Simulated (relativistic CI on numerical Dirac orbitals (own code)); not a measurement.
Er²⁺: 4f valence photoemission

Computed with this model: Dirac-Coulomb-Breit CI, orbitals from a KLI potential per configuration, model QED (radiative potential, 1s self-energy scaled to tabulated hydrogen-like ionisation energies), valence Slater integrals scaled by 0.7, multiplet model of photoemission in the sudden approximation; configurations [Xe] 4f12 → [Xe] 4f11; 80 K; Lorentzian 0.15 eV and Gaussian 0.3 eV FWHM. Energies are those of the free ion, without screening or charge transfer. The energies are binding energies and can lie tens of eV above those of solids. S is read from ⟨S²⟩ = S(S + 1).

free ion: ground-state S = 0.99, centroid 20.96 eV. Peaks (eV, height): 18.6 (100), 19.5 (41), 19.8 (43), 20.8 (34), 21.6 (90), 23.1 (83), 24.7 (9).

Strongest unbroadened transitions for free ion:

| Energy (eV) | Relative strength |
| --- | --- |
| 18.64 | 100.0 |
| 19.44 | 33.5 |
| 19.81 | 28.1 |
| 19.99 | 14.9 |
| 20.41 | 8.7 |
| 20.77 | 27.5 |
| 21.21 | 4.7 |
| 21.39 | 11.8 |
| 21.54 | 47.7 |
| 21.66 | 26.7 |
| 21.75 | 10.7 |
| 21.85 | 13.6 |
| 22.17 | 5.7 |
| 22.60 | 5.8 |
| 23.00 | 5.8 |
| 23.09 | 54.1 |
| 23.22 | 21.8 |
| 24.71 | 8.1 |
